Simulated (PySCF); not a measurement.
Ge(F)(Cl)2(Me) (CH3Cl2FGe), SMILES [CH3][Ge]([Cl])([Cl])[F].

Geometry: PBE-D3(BJ)/def2-SVP. The structure was generated by enumeration, and PubChem lists no compound with its InChIKey, so it may never have been made.

Level of theory: PBE-D3(BJ)/def2-SVP (PySCF 2.14.0).

Frequencies are harmonic and unscaled.

Q: Estimate the vibrational spectrum. (An estimate is asked for; the answer gives what the named calculation found.)

A: 
```
mode  ν (cm⁻¹)  IR (km/mol)  moving atoms (share of kinetic energy)
----  --------  -----------  --------------------------------------
1           74          0.0                                  H 99 %
2          130          1.3                  Cl 69 %, F 10 %, C 9 %
3          138          0.0         C 39 %, Cl 25 %, H 22 %, F 12 %
4          165          1.8        Ge 27 %, Cl 26 %, C 23 %, H 17 %
5          201         11.3                F 56 %, Cl 22 %, Ge 13 %
6          207         19.5                F 49 %, Ge 21 %, Cl 19 %
7          401         29.5                        Cl 75 %, Ge 18 %
8          436         84.8                        Cl 60 %, Ge 40 %
9          606         27.1                 C 60 %, Ge 18 %, H 18 %
10         698         59.1                         F 76 %, Ge 21 %
11         786         43.8                          H 79 %, C 19 %
12         788         33.7                          H 78 %, C 19 %
13        1202          5.6                          H 80 %, C 20 %
14        1370          6.9                                  H 96 %
15        1373          3.5                                  H 96 %
16        2998          0.2                                  H 98 %
17        3119          0.4                          H 90 %, C 10 %
18        3120          0.3                          H 90 %, C 10 %
```
